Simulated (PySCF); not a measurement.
FH₅N₃Nb, SMILES [NH]=[Nb]([NH2])([NH2])[F], multiplicity 1. Heavy atoms are numbered as in [Nb:1](=[NH:2])([F:4])([NH2:5])[NH2:8]. Hydrogens are named by the atom that carries them.

Geometry optimised at B3LYP-D3(BJ)/def2-SVP. The multiplicity is an assumed one; no other spin state was optimised. The structure was generated by enumeration; whether it is a known compound was not checked. The def2 effective core potentials stand for the cores of Nb; spin–orbit coupling is left out. One conformer was computed; it need not be the lowest.

Calculation: B3LYP/def2-TZVP (PySCF).

ESP charges are fitted to the potential on shells at 1.4 to 2.0 van der Waals radii. Atomic charges (e), one atom of each kind:

```
atom      ESP fit  Mulliken
--------  -------  --------
Nb1           [?]      1.82
N2 (NH)     -1.04     -0.78
H on N2      0.44      0.22
F4          -0.51     -0.51
N5 (NH2)      [?]     -0.86
H on N5       [?]      0.23
```

Q: Some entries are withheld; supply them. (Estimate from the structure and the level; the computed values follow.)

A: 
- Nb1, ESP fit: 1.96
- N5 (NH2), ESP fit: -1.32
- H on N5, ESP fit: 0.45
